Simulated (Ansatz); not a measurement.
Reaction R1 + R2 → P1 + P2, each structure at its B3LYP-D3(BJ)/def2-TZVP stationary point, reached from a drawn start (curvature not checked).
R1: C3H9Ga (SMILES [CH3][Ga]([CH3])[CH3]), charge 0, multiplicity 1.
P1, C2H6Ga (SMILES [CH3][Ga][CH3]) (charge 0, multiplicity 2):
```json
[
 {"atom": "Ga", "x (Å)": "-0.4986", "y (Å)": "-0.8531", "z (Å)": "0.4395"},
 {"atom": "C", "x (Å)": "1.4891", "y (Å)": "-0.8641", "z (Å)": "0.0799"},
 {"atom": "H", "x (Å)": "1.9319", "y (Å)": "0.0219", "z (Å)": "0.5431"},
 {"atom": "H", "x (Å)": "1.9874", "y (Å)": "-1.7556", "z (Å)": "0.4547"},
 {"atom": "H", "x (Å)": "1.6402", "y (Å)": "-0.7970", "z (Å)": "-1.0012"},
 {"atom": "C", "x (Å)": "-1.5145", "y (Å)": "0.8205", "z (Å)": "-0.0580"},
 {"atom": "H", "x (Å)": "-1.2862", "y (Å)": "1.0713", "z (Å)": "-1.0974"},
 {"atom": "H", "x (Å)": "-2.5910", "y (Å)": "0.7196", "z (Å)": "0.0622"},
 {"atom": "H", "x (Å)": "-1.1585", "y (Å)": "1.6365", "z (Å)": "0.5774"}
]
```
P2: CH4 (SMILES C), charge 0, multiplicity 1.
R2: H atom, charge 0, multiplicity 2.

P less R. No zero-point or thermal terms; singlets are restricted closed shells; open shells are unrestricted; no spin–orbit coupling.

The values were computed with Ansatz (an electronic-structure program). No computed number here is a measurement.

Give the reaction energy at the level CAM-B3LYP/def2-TZVPPD.

-35.6 kcal/mol

Predict the reaction energy from r2SCAN/def2-TZVPPD.

-34.6 kcal/mol

Give the reaction energy at the level PBE/def2-TZVPPD.

-34.2 kcal/mol
